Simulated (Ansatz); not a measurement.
Al₂Si₂⁻. Charge -1, multiplicity 2. Geometry PBE-D4/def2-TZVP, that of the neutral singlet; atoms count from 1.

```xyz
4

Al    1.082   -0.537    0.086
Al   -1.081    0.537   -0.091
Si    0.916    1.915    0.436
Si   -0.916   -1.916   -0.432
```

The charge -1 doublet is spin-contaminated (final ⟨S²⟩ up to 0.89, 0.75 for a pure state). The structure comes from a short search, and lower isomers may exist.

(1) Estimate the Mulliken populations from the PBE0/def2-TZVPD orbitals of Ansatz.

(2) Where does the spin sit?

(3) And the Mayer bond orders between bonded heavy atoms (over 0.3)?

Answers

(1) 
| atom | charge (e) | spin (α − β) |
| --- | --- | --- |
| Al1 | -0.31 | 0.61 |
| Al2 | -0.31 | 0.61 |
| Si3 | -0.19 | -0.38 |
| Si4 | -0.19 | 0.15 |
Mulliken values and Mayer orders depend strongly on the basis. With diffuse functions, as here, like atoms can get unlike values, and bond orders can come out too low or too high.

(2) Summed by element: Al 1.23, Si -0.23, of 1 unpaired in all. Largest on single atoms: Al2 0.61, Al1 0.61, Si3 -0.38.

(3) Al1–Al2 0.87 (2.42 Å); Al1–Si3 0.96 (2.48 Å); Al1–Si4 0.96 (2.48 Å); Al2–Si3 0.96 (2.48 Å); Al2–Si4 0.96 (2.48 Å). Values over 0.3 also appear between atoms too far apart for a bond (Si3–Si4 0.48 at 4.33 Å); they arise where an orbital or an unpaired electron spreads over both atoms.
